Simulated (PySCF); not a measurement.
PySCF 2.14 output of an unrestricted TPSS calculation on a single atom or ion in dyall-acv3z, with the non-relativistic Hamiltonian (point nucleus):

```
SCF conv_tol = 1e-09
number electrons alpha = 5  beta = 1
    J. Tao, J. P. Perdew, V. N. Staroverov, and G. E. Scuseria.,  Phys. Rev. Lett. 91, 146401 (2003)
    J. P. Perdew, J. Tao, V. N. Staroverov, and G. E. Scuseria.,  J. Chem. Phys. 120, 6898 (2004)
    J. Tao, J. P. Perdew, V. N. Staroverov, and G. E. Scuseria.,  Phys. Rev. Lett. 91, 146401 (2003)
    J. P. Perdew, J. Tao, V. N. Staroverov, and G. E. Scuseria.,  J. Chem. Phys. 120, 6898 (2004)
cycle= 1 E= -52.9408347924491  delta_E= -0.00178  |g|= 0.00627  |ddm|= 0.307
cycle= 2 E= -52.9408500184199  delta_E= -1.52e-05  |g|= 0.000925  |ddm|= 0.0512
cycle= 3 E= -52.9408513881237  delta_E= -1.37e-06  |g|= 0.000162  |ddm|= 0.0173
cycle= 4 E= -52.9408514675926  delta_E= -7.95e-08  |g|= 4.17e-05  |ddm|= 0.0041
cycle= 5 E= -52.9408514707011  delta_E= -3.11e-09  |g|= 5.55e-06  |ddm|= 0.000858
cycle= 6 E= -52.9408514707543  delta_E= -5.31e-11  |g|= 2.47e-07  |ddm|= 0.000141
converged SCF energy = -52.9408514707543  <S^2> = 6.000007  2S+1 = 5.0000028
```

The run itself started from symmetry-adapted Hartree-Fock orbitals and held the occupation by maximum overlap, on a logarithmic radial grid, so the iterations belong to that start.

Which element, charge and spin multiplicity is this?

N⁺ (nitrogen, charge +1), multiplicity 5; the state was [He] 2s1 2p2 3d1, one real determinant (an excited configuration).

⟨L²⟩ = 7.96 against 12 for a pure F term, so this real determinant mixes terms. The outer electron is Rydberg-like, and this basis confines it to a smaller radius and binds it less than a complete one would.
